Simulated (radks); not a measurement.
Results of a calculation; reference values are marked as such.
Problem. Radial electron density D(r) = 4 pi r^2 rho(r) of an atom or ion with 19 electrons. Code: a radial shooting solver on a logarithmic mesh with Libxc functionals. Model: non-relativistic Kohn-Sham, PBE, spin-polarised, spherical densities, point nucleus.

r (bohr),D(r) (e/bohr),spin D(r)
0.003444,2.698,-0.0000496
0.003852,3.288,-0.0000604
0.004309,3.995,-0.0000734
0.004819,4.838,-0.0000889
0.00539,5.835,-0.000107
0.006029,7.008,-0.000129
0.006744,8.376,-0.000154
0.007543,9.958,-0.000182
0.008437,11.77,-0.000215
0.009513,13.97,-0.000255
0.01064,16.26,-0.000296
0.0119,18.78,-0.000341
0.01331,21.48,-0.000389
0.01489,24.31,-0.000439
0.01665,27.21,-0.000488
0.01863,30.06,-0.000535
0.02083,32.74,-0.000576
0.0233,35.13,-0.000607
0.02607,37.05,-0.000619
0.02916,38.40,-0.000603
0.03261,39.05,-0.000542
0.03648,38.97,-0.000406
0.0408,38.19,-0.000143
0.04563,36.86,0.000339
0.05104,35.24,0.00120
0.05709,33.67,0.00273
0.06386,32.56,0.00538
0.07142,32.26,0.00992
0.07989,33.06,0.0175
0.08936,34.99,0.0301
0.09995,37.83,0.0501
0.1118,41.04,0.0813
0.125,43.87,0.128
0.1399,45.47,0.197
0.1564,45.12,0.294
0.175,42.48,0.426
0.1957,37.74,0.596
0.2189,31.65,0.806
0.2448,25.42,1.05
0.2739,20.29,1.32
0.3063,17.21,1.58
0.3454,16.46,1.83
0.3863,17.57,1.99
0.4321,19.23,2.04
0.4833,20.15,1.96
0.5406,19.46,1.76
0.6046,16.98,1.46
0.6763,13.26,1.11
0.7564,9.186,0.770
0.8461,5.605,0.482
0.9464,2.986,0.270
1.059,1.374,0.134
1.184,0.5386,0.0581
1.324,0.1767,0.0217
1.481,0.04759,0.00678
1.657,0.01033,0.00175
1.853,0.001768,0.000362

What is the nuclear charge?

Solution. Z = 32. The innermost maximum, from 1s, lies near 1/Z = 0.0312 bohr (found: 0.0339), and its height grows with Z. The density is that of the germanium ion Ge13+ in [Ar] 3d1; the configuration itself is not fixed sharply by these data, and Z only to about a unit. D(r) has 3 maxima, at r = 0.0339, 0.146, 0.491 bohr, and minima at 0.0697, 0.337 bohr, inside which lie 2.08, 10.53 electrons.
